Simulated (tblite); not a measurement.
Parent: `[CH:1]#[C:2][c:3]1[cH:4][n:5][n:6][cH:7][c:8]1[CH2:9][CH3:10]` with C7–C8–C9–C10 95°, C8H8N2.

The geometries are computed with GFN2-xTB (gas phase). One conformer each, not checked by frequencies here.

```tsv
coordinate of the parent	value
C1≡C2	1.201 Å
C2–C3	1.412 Å
C3–C4	1.405 Å
C4–N5	1.314 Å
N5–N6	1.301 Å
N6–C7	1.318 Å
C7–C8	1.396 Å
C8–C9	1.496 Å
C9–C10	1.531 Å
C3–C8	1.397 Å
C1–C2–C3	179.3°
C2–C3–C4	120.8°
C2–C3–C8	122.4°
C4–C3–C8	116.8°
C3–C4–N5	123.0°
C4–N5–N6	120.5°
N5–N6–C7	120.3°
N6–C7–C8	123.9°
C7–C8–C9	122.2°
C3–C8–C7	115.5°
C3–C8–C9	122.2°
C8–C9–C10	110.2°
```

Question: In one relative the bonds that all share with the parent change as follows (parent's numbers): C1–C2 0.000, C2–C3 -0.003, C3–C4 +0.001, C4–N5 -0.001, N5–N6 +0.001, N6–C7 -0.004, C7–C8 +0.008, C8–C9 -0.083, C3–C8 +0.005 Å. Which is it?
A. `[CH:1]#[C:2][c:3]1[c:4]([CH2:5][CH3:6])[cH:7][n:8][n:9][c:10]1[SiH3:11]` with C3–C4–C5–C6 -85°
B. `[CH:1]#[C:2][c:3]1[cH:4][n:5][n:6][cH:7][c:8]1[CH:9]=[CH2:10]` with C7–C8–C9–C10 -13°
C. `[CH:1]#[C:2][c:3]1[cH:4][n:5][n:6][cH:7][c:8]1[CH:9]=[O:10]` with C7–C8–C9–O10 0°
D. `[CH:1]#[C:2][c:3]1[cH:4][n:5][n:6][cH:7][c:8]1[C:9]#[N:10]`

Answer: D. The changes in all of them (Å):

```tsv
SMILES	C1–C2	C2–C3	C3–C4	C4–N5	N5–N6	N6–C7	C7–C8	C8–C9	C3–C8
C#Cc1cnncc1C#N	0.000	-0.003	+0.001	-0.001	+0.001	-0.004	+0.008	-0.083	+0.005
C#Cc1c(CC)cnnc1[SiH3]	0.000	0.000	+0.006	+0.008	0.000	-0.001	0.000	0.000	-0.002
C#Cc1cnncc1C=O	+0.001	-0.003	+0.004	-0.002	+0.001	-0.003	+0.007	-0.023	+0.003
C#Cc1cnncc1C=C	0.000	0.000	0.000	-0.001	+0.002	-0.004	+0.008	-0.042	+0.006
```

Atoms are paired thus: C#Cc1cnncc1C#N: C1 = C1, C2 = C2, C3 = C3, C4 = C4, N5 = N5, N6 = N6, C7 = C7, C8 = C8, C9 = C9; C#Cc1c(CC)cnnc1[SiH3]: C1 = C1, C2 = C2, C3 = C3, C4 = C10, N5 = N9, N6 = N8, C7 = C7, C8 = C4, C9 = C5, C10 = C6; C#Cc1cnncc1C=O: C1 = C1, C2 = C2, C3 = C3, C4 = C4, N5 = N5, N6 = N6, C7 = C7, C8 = C8, C9 = C9; C#Cc1cnncc1C=C: C1 = C1, C2 = C2, C3 = C3, C4 = C4, N5 = N5, N6 = N6, C7 = C7, C8 = C8, C9 = C9, C10 = C10.
